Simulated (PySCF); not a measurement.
C$_{5}$H$_{13}$GaO, singlet, geometry from GFN2-xTB (such geometries of metal compounds can be far from the true shape); CASSCF(4,6)/STO-3G run with PySCF.

PySCF was given this input:
```python
from pyscf import gto, scf, mcscf
import numpy

mol = gto.Mole()
mol.atom = '''
    Ga   -0.072132    0.444494    0.899043
    C    -0.832184   -1.074202    2.057094
    H    -1.782670   -1.423130    1.648303
    H    -0.997470   -0.740809    3.080742
    H    -0.138781   -1.917555    2.067667
    C     0.221400    2.424048    1.283703
    H     1.250817    2.690518    1.040404
    H     0.025825    2.659430    2.330163
    H    -0.440279    3.023929    0.656907
    O     0.496768    0.136300   -0.715820
    C     0.600231   -0.705054   -1.834176
    C    -0.378514   -0.250847   -2.916371
    C     0.344671   -2.162025   -1.451976
    H     1.626852   -0.612218   -2.222494
    H    -1.398144   -0.339453   -2.543940
    H    -0.267346   -0.859287   -3.810313
    H    -0.191575    0.790475   -3.167100
    H     1.045028   -2.462741   -0.673848
    H    -0.670092   -2.257538   -1.065410
    H     0.466158   -2.812849   -2.314500
'''
mol.basis = 'sto-3g'
mol.charge = 0
mol.spin = 0
mol.verbose = 4
mol.build()

mf = scf.RHF(mol)
mf.kernel()
mc = mcscf.CASSCF(mf, 6, 4)
mc.fix_spin_(ss=0.0)
mc.conv_tol = 1e-5
mc.kernel()
occ = numpy.linalg.eigvalsh(mc.fcisolver.make_rdm1(mc.ci, mc.ncas, mc.nelecas))[::-1]
ss = mc.fcisolver.spin_square(mc.ci, mc.ncas, mc.nelecas)[0]
print('natural occupations', occ.round(4), ' <S^2>', round(ss, 4))
```

Output, abridged:

```
PySCF version 2.14.0

[INPUT] verbose = 4
[INPUT] num. atoms = 20
[INPUT] num. electrons = 82
[INPUT] charge = 0
[INPUT] spin (= nelec alpha-beta = 2S) = 0
[INPUT] symmetry False subgroup None
[INPUT] Mole.unit = angstrom
[INPUT] Symbol           X                Y                Z      unit          X                Y                Z       unit  Magmom
[...]
nuclear repulsion = 552.534740165294
number of shells = 39
number of NR pGTOs = 183
number of NR cGTOs = 61
basis = sto-3g
ecp = {}

******** <class 'pyscf.scf.hf.RHF'> ********
method = RHF
initial guess = minao
damping factor = 0
level_shift factor = 0
DIIS = <class 'pyscf.scf.diis.CDIIS'>
diis_start_cycle = 1
diis_space = 8
diis_damp = 0
SCF conv_tol = 1e-09
SCF conv_tol_grad = None
SCF max_cycles = 50
direct_scf = True
direct_scf_tol = 1e-13
Set gradient conv threshold to 3.16228e-05
Initial guess from minao.
init E= -2167.59785601751
[...]
cycle= 1 E= -2169.1232457024  delta_E= -1.53  |g|= 0.717  |ddm|= 5.02
[...]
cycle= 2 E= -2169.33947773128  delta_E= -0.216  |g|= 0.267  |ddm|= 1.54
[...]
cycle= 3 E= -2169.3619648543  delta_E= -0.0225  |g|= 0.0672  |ddm|= 0.438
[...]
cycle= 4 E= -2169.36373751404  delta_E= -0.00177  |g|= 0.013  |ddm|= 0.109
[...]
cycle= 5 E= -2169.36387608087  delta_E= -0.000139  |g|= 0.00436  |ddm|= 0.0389
[...]
cycle= 6 E= -2169.36390179387  delta_E= -2.57e-05  |g|= 0.00268  |ddm|= 0.0148
[...]
cycle= 7 E= -2169.36392107711  delta_E= -1.93e-05  |g|= 0.00133  |ddm|= 0.0185
[...]
cycle= 8 E= -2169.36392715409  delta_E= -6.08e-06  |g|= 0.000631  |ddm|= 0.0118
[...]
cycle= 9 E= -2169.36392844453  delta_E= -1.29e-06  |g|= 0.000335  |ddm|= 0.00515
[...]
cycle= 10 E= -2169.36392881497  delta_E= -3.7e-07  |g|= 0.000163  |ddm|= 0.00295
[...]
cycle= 11 E= -2169.36392890137  delta_E= -8.64e-08  |g|= 6.44e-05  |ddm|= 0.00161
[...]
cycle= 12 E= -2169.3639289135  delta_E= -1.21e-08  |g|= 2.92e-05  |ddm|= 0.000599
[...]
cycle= 13 E= -2169.36392891604  delta_E= -2.55e-09  |g|= 2.15e-05  |ddm|= 0.000175
[...]
cycle= 14 E= -2169.36392891842  delta_E= -2.37e-09  |g|= 1.15e-05  |ddm|= 0.000245
[...]
cycle= 15 E= -2169.36392891918  delta_E= -7.61e-10  |g|= 3.04e-06  |ddm|= 0.000202
[...]
Extra cycle  E= -2169.36392891918  delta_E= -3.64e-12  |g|= 2.04e-06  |ddm|= 8.75e-06
converged SCF energy = -2169.36392891918

******** <class 'pyscf.mcscf.mc1step.CASSCF'> ********
CAS (2e+2e, 6o), ncore = 39, nvir = 16
max_cycle_macro = 50
max_cycle_micro = 4
conv_tol = 1e-05
conv_tol_grad = None
[...]
CASCI E = -2169.36629772183  S^2 = 0.0000000
[...]
macro iter  35 ( 21 JK    4 micro), CASSCF E = -2169.42776595699  dE = -1.25421437e-04  S^2 = 0.0000000
               |grad[o]|=0.00356  |grad[c]|=0.00412  |ddm|=0.0126  |maxRot[o]|=0.0934
macro iter  36 ( 21 JK    4 micro), CASSCF E = -2169.42779861126  dE = -3.26542722e-05  S^2 = 0.0000000
               |grad[o]|=0.0025  |grad[c]|=0.00439  |ddm|=0.0158  |maxRot[o]|=0.0397
macro iter  37 ( 10 JK    2 micro), CASSCF E = -2169.42784725618  dE = -4.86449162e-05  S^2 = 0.0000000
               |grad[o]|=0.00266  |grad[c]|=0.00131  |ddm|=0.00695  |maxRot[o]|=0.0342
macro iter  38 ( 21 JK    4 micro), CASSCF E = -2169.42785073911  dE = -3.48293406e-06  S^2 = 0.0000000
               |grad[o]|=0.00263  |grad[c]|=0.00248  |ddm|=0.0154  |maxRot[o]|=0.0283
macro iter  39 ( 20 JK    4 micro), CASSCF E = -2169.42796655891  dE = -1.15819798e-04  S^2 = 0.0000000
               |grad[o]|=0.00278  |grad[c]|=0.00181  |ddm|=0.00969  |maxRot[o]|=0.0524
macro iter  40 ( 21 JK    4 micro), CASSCF E = -2169.42800250173  dE = -3.59428232e-05  S^2 = 0.0000000
               |grad[o]|=0.00198  |grad[c]|=0.00195  |ddm|=0.0134  |maxRot[o]|=0.0424
macro iter  41 ( 10 JK    2 micro), CASSCF E = -2169.42803060656  dE = -2.81048315e-05  S^2 = 0.0000000
               |grad[o]|=0.00195  |grad[c]|=0.000704  |ddm|=0.0028  |maxRot[o]|=0.0165
macro iter  42 ( 11 JK    2 micro), CASSCF E = -2169.42805394014  dE = -2.33335727e-05  S^2 = 0.0000000
               |grad[o]|=0.00164  |grad[c]|=0.000551  |ddm|=0.00245  |maxRot[o]|=0.0155
macro iter  43 ( 21 JK    4 micro), CASSCF E = -2169.42806638145  dE = -1.24413141e-05  S^2 = 0.0000000
               |grad[o]|=0.00097  |grad[c]|=0.00189  |ddm|=0.0105  |maxRot[o]|=0.078
macro iter  44 ( 11 JK    2 micro), CASSCF E = -2169.42808835123  dE = -2.19697818e-05  S^2 = 0.0000000
               |grad[o]|=0.00171  |grad[c]|=0.000425  |ddm|=0.000715  |maxRot[o]|=0.00924
macro iter  45 (  3 JK    1 micro), CASSCF E = -2169.42808859323  dE = -2.41997896e-07  S^2 = 0.0000000
               |grad[o]|=0.000315  |grad[c]|=5e-05  |ddm|=7.23e-05  |maxRot[o]|=0.00135
1-step CASSCF converged in  45 macro (666 JK 139 micro) steps
CASSCF canonicalization
Density matrix diagonal elements [1.26097238 1.63562266 1.00046021 0.07216539 0.01889548 0.01188388]
CASSCF energy = -2169.42808859323
CASCI E = -2169.42808859323  E(CI) = -4.31882596348578  S^2 = 0.0000000
natural occupations [1.9654e+00 1.0120e+00 9.8800e-01 3.3100e-02 9.0000e-04 7.0000e-04]  <S^2> 0.0
```
